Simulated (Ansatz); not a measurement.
Reaction (isomerisation): `C[SiH]1OB1O` → `O=CB(O)[SiH3]`

Computed with Ansatz on PBE0-D4/def2-TZVP structures; ΔE is electronic, products minus reactants. CCSD(T)/CBS adds triple-zeta CCSD(T) − MP2 to the extrapolated MP2 energy (def2 sets, frozen cores). Functionals use def2-TZVPP. B3LYP here is the variant with VWN-RPA as its local correlation; programs differ in this. One conformer a species, not always the lowest.

```csv
level,ΔE (eV),difference from CCSD(T)/CBS
PBE0-D4,2.39,0.04
B3LYP-D4,2.24,-0.11
ωB97X-V,2.28,-0.07
B2PLYP,2.31,-0.04
PBE,2.30,-0.05
PBE0,2.39,0.04
SCS-MP2/def2-TZVPP,2.33,-0.02
CCSD(T)/def2-TZVPP,2.28,-0.07
HF/def2-QZVPP,2.09,-0.26
SCS-MP2/def2-QZVPP,2.37,0.02
CCSD(T)/CBS,2.35,0
```

Largest T1 diagnostic among the species: 0.016.

In def2-TZVPP, CCSD(T) changes the Hartree–Fock value by +0.20 eV (the triples alone add +0.00 eV) and MP2 by +0.42 eV. From PBE to PBE0 (25 % exact exchange), in def2-TZVPP and without D4, ΔE moves by +0.09 eV.
